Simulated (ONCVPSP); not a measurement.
# What one change does to a pseudopotential (phosphorus, ONCV)

phosphorus (P), optimised norm-conserving Vanderbilt (ONCV), made with ONCVPSP 4.0.1 (LDA (Perdew-Wang 92), scalar-relativistic). Core [Ne], reference 3s2 3p2 (charge +1). Waves: 3s: rc 1.35 bohr, ncon 4, nbas 9, qcut 5.2 1/bohr, local; 3p: rc 1.55 bohr, ncon 3, nbas 7, qcut 4.2 1/bohr, 2 projectors, debl 3.8 Ha; d scattering state at 0.4 Ha: rc 1.35 bohr, ncon 3, nbas 7, qcut 6.6 1/bohr, 2 projectors, debl 1.3 Ha. Local part: the s channel. Core correction: none.

All-electron outer shells of the reference configuration (LDA (PZ), scalar-relativistic, ld1.x):

```csv
shell,level (eV),outermost node (bohr),outermost maximum (bohr)
2s,-183.77,0.14,0.42
2p,-135.16,–,0.35
3s,-23.33,0.65,1.54
3p,-14.31,0.64,1.74
```

Change: all radii scaled by about 0.95 (s 1.28, p 1.48, d 1.28 bohr).

Cutoffs: the cutoffs (Ha) at which the residual kinetic energy of the hardest occupied pseudo-wave falls to 1 and 0.1 mHa per electron; they do not see the model core or the augmentation charge, which bear on the density cutoff. Errors are all-electron minus pseudo energies relative to the spin-unpolarised reference configuration.

Task: How do hardness, ghosts and transferability respond?

Result: The potential gets harder (11 Ha and 18 Ha → 11 Ha and 121 Ha); of the 4 tests that both files solve, the error grows in 1 and shrinks in 0 by more than 15 % and 0.3 meV (median size 8.4 → 8.6 meV); neither file shows a bound ghost. A smaller radius makes the pseudo-wave follow the all-electron one further in, where it bends more sharply, so more plane waves are needed.

| quantity | base | changed |
| --- | --- | --- |
| cutoff, loose | 11 Ha | 11 Ha |
| cutoff, tight | 18 Ha | 121 Ha |
| loose cutoff by channel | s 11 Ha, p 5.0 Ha | s 11 Ha, p 5.0 Ha |
| bound ghosts | none | none |
| GHOST(+) flags under 300 eV | none | none |
| error for 3s2 3p3, meV [ΔE -9.81 eV] | +3.6 | +3.9 |
| error for 3s2 3p1, meV [ΔE 19.24 eV] | +13 | +13 |
| error for 3s2 3p0, meV [ΔE 49.13 eV] | +95 | +97 |
| error for 3s1 3p4, meV [ΔE -1.32 eV] | +1.9 | +2.2 |

Changed file: The cutoffs count occupied waves only; projector 2 of the d channel, the hardest unoccupied one, needs 28 Ha at the loose tolerance.
